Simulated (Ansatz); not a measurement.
Consider the substitution at a C–B bond: `B[CH2][SnH2][CH3]` + H–F → `[CH3][SnH2][CH2]F` + BH₃.

Program: Ansatz. Geometries: PBE0-D4/def2-TZVP. ΔE: electronic, gas phase. CCSD(T)/CBS adds triple-zeta CCSD(T) − MP2 to the extrapolated MP2 energy (def2 sets, frozen cores). This one scheme is used for every species. DFT in def2-TZVPP. B3LYP here is the variant with VWN-RPA as its local correlation; programs differ in this. def2 core potentials past Kr. For Sn outer-core shells are correlated without core-valence functions, which leaves a few kJ/mol of doubt a bond. Each species was taken in one conformer, which may not be the lowest.

`B[CH2][SnH2][CH3]`:

Z-matrix (Å, degrees):
```
Sn
C 1 2.213
B 1 2.765 2 33.0
C 1 2.136 2 106.9 3 112.9
H 1 1.709 2 106.2 3 -127.1
H 1 1.710 2 112.2 3 -8.2
H 2 1.089 1 104.0 3 121.8
H 2 1.090 1 102.2 3 -121.2
H 3 1.201 1 104.3 2 117.5
H 3 1.200 1 107.5 2 -115.7
H 4 1.090 1 110.3 2 179.9
H 4 1.090 1 109.3 2 -60.3
H 4 1.090 1 109.9 2 59.5
```

H–F:

Z-matrix (Å, degrees):
```
F
H 1 0.920
```

`[CH3][SnH2][CH2]F`:

Cartesian coordinates in Å:
```
C 1.541 -0.861 0.289
Sn -0.492 -0.649 -0.335
C -1.115 1.394 0.059
F -0.175 2.272 -0.470
H 1.921 -1.845 0.015
H 2.148 -0.096 -0.195
H 1.614 -0.740 1.370
H -0.652 -0.965 -2.008
H -1.522 -1.703 0.540
H -1.186 1.579 1.134
H -2.083 1.614 -0.398
```

BH₃:

```xyz
4

B     0.000    0.000    0.000
H    -0.648   -0.976   -0.225
H     1.168   -0.098    0.223
H    -0.520    1.074    0.003
```

```csv
level,ΔE (kJ/mol),difference from CCSD(T)/CBS
PBE-D4,158.9,-6.5
r2SCAN-D4,156.7,-8.7
PBE0-D4,160.8,-4.6
B3LYP-D4,145.1,-20.3
ωB97X-V,141.8,-23.6
ωB97M-V,151.9,-13.5
B2PLYP,148.7,-16.7
PBE,154.3,-11.1
r2SCAN,155.6,-9.8
PBE0,156.8,-8.6
B3LYP,137.7,-27.7
HF/def2-TZVPP,119.1,-46.3
MP2/def2-TZVPP,174.3,8.9
SCS-MP2/def2-TZVPP,156.5,-8.9
CCSD/def2-TZVPP,154.1,-11.3
CCSD(T)/def2-TZVPP,159.3,-6.1
HF/def2-QZVPP,119.6,-45.8
MP2/def2-QZVPP,177.9,12.5
SCS-MP2/def2-QZVPP,160.3,-5.1
HF/CBS(def2),119.6,-45.8
MP2/CBS(def2),180.3,14.9
CCSD/CBS(def2),160.2,-5.2
CCSD(T)/CBS,165.4,0
```

Largest T1 diagnostic among the species: 0.012.

In def2-TZVPP, CCSD(T) changes the Hartree–Fock value by +40.3 kJ/mol (the triples alone add +5.2 kJ/mol) and MP2 by +55.2 kJ/mol. The D4 term adds +7.4 kJ/mol with B3LYP and +4.0 kJ/mol with PBE0; it sums over pairs of atoms, weighted by their polarisabilities, and B3LYP, whose exchange is more repulsive, gets the larger term.
